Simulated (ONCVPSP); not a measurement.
**Scattering properties, ONCV potential for zirconium**

Zr (Z = 40), optimised norm-conserving Vanderbilt (ONCV), made with ONCVPSP 4.0.1 (BLYP, scalar-relativistic). Core [Kr], reference 4d2 5s2. Waves: 5s: rc 3.20 bohr, ncon 5, nbas 9, qcut 1.9 1/bohr, 3 projectors, debl 1 Ha; p scattering state at 0.22 Ha: rc 2.40 bohr, ncon 4, nbas 9, qcut 3 1/bohr, 2 projectors, debl 1 Ha; 4d: rc 2.30 bohr, ncon 4, nbas 9, qcut 7.4 1/bohr, 2 projectors, debl 2.9 Ha. Local part: polynomial inside 1.90 bohr (lpopt 3, dvloc0 6 Ha). Core correction: none.

The phase is arctan(r·R′/R) of the radial function R(r), unwrapped; energies in Ha, scanned from -2 to 5 Ha. A pole is an energy at which the radial function vanishes at the test radius. The pseudo phase is shifted by a multiple of π to meet the all-electron one at the reference energy, and phase errors are pseudo minus all-electron; the curves can meet again beyond the range given. Levels narrower than the energy grid can be missing from the lists of poles.

Task: For each channel, where are the poles, and over which energies does the pseudopotential scatter like the atom?

Result:

```tsv
channel	radius (bohr)	reference energy (Ha)	poles, all-electron	poles, pseudo	unbroken range about the reference energy with phases within 0.05 rad	phase error 1 Ha above the reference energy (rad)
s	3.24	-0.16	0.57, 3.50	0.57, 3.30	-2.0 to 3.6	+0.000
p	2.43	0.22	-1.04, 2.81	-0.85, 2.91	-0.7 to 4.0	+0.000
d	2.33	-0.13	0.45, 4.46	0.45, 4.48	the whole range	+0.000
```

Note: ghosts flagged at negative energy: p at -26.2 eV; GHOST(+) flagged for s at 267.8 eV, s at 435.6 eV. A true bound ghost makes a file unfit for plane-wave use.

Phases in the p channel:

```tsv
E (Ha)	all-electron	pseudo
-1.98	1.204	1.265
-1.80	1.135	1.233
-1.62	0.993	1.184
-1.44	0.505	1.099
-1.26	-1.032	0.882
-1.08	-1.528	-0.331
-0.90	-1.684	-1.490
-0.72	-1.775	-1.714
-0.54	-1.851	-1.826
-0.36	-1.931	-1.920
-0.18	-2.029	-2.025
0.00	-2.169	-2.167
0.18	-2.389	-2.389
0.36	-2.762	-2.761
0.54	-3.300	-3.298
0.72	-3.792	-3.790
0.90	-4.099	-4.099
1.08	-4.280	-4.280
1.26	-4.394	-4.394
1.44	-4.471	-4.471
1.62	-4.527	-4.527
1.80	-4.571	-4.569
1.98	-4.605	-4.603
2.16	-4.634	-4.631
2.34	-4.659	-4.654
2.52	-4.681	-4.675
2.70	-4.701	-4.693
2.88	-4.720	-4.710
3.06	-4.739	-4.726
3.24	-4.757	-4.740
3.42	-4.777	-4.755
3.60	-4.798	-4.769
3.78	-4.821	-4.784
3.96	-4.848	-4.799
4.14	-4.881	-4.816
4.32	-4.923	-4.833
4.50	-4.981	-4.853
4.68	-5.067	-4.875
4.86	-5.213	-4.901
```
